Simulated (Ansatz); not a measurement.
Z-matrix (Å, degrees):
```
V
O 1 1.740
F 1 1.723 2 109.9
O 1 1.547 2 108.3 3 119.1
F 1 1.723 2 109.9 3 -121.8
H 2 0.963 1 123.0 3 -119.1
```

Total charge 0; spin multiplicity 1.

**Question.** List the PBE/def2-TZVPP orbital energies in eV (the Gaussian-basis code of Ansatz). (Best estimate.)

**Answer.** Computed: Occupied: -5327.26, -660.40, -660.40, -597.14, -511.83, -511.73, -504.00, -504.00, -503.88, -70.46, -45.57, -45.38, -45.33, -29.16, -29.01, -25.63, -23.38, -13.55, -11.83, -11.65, -11.20, -11.19, -11.05, -10.30, -10.02, -9.42, -9.17, -9.17, -9.07. Lowest empty: -4.25, -4.14, -2.98, -2.83, -1.79, -0.83, 0.78, 1.93.
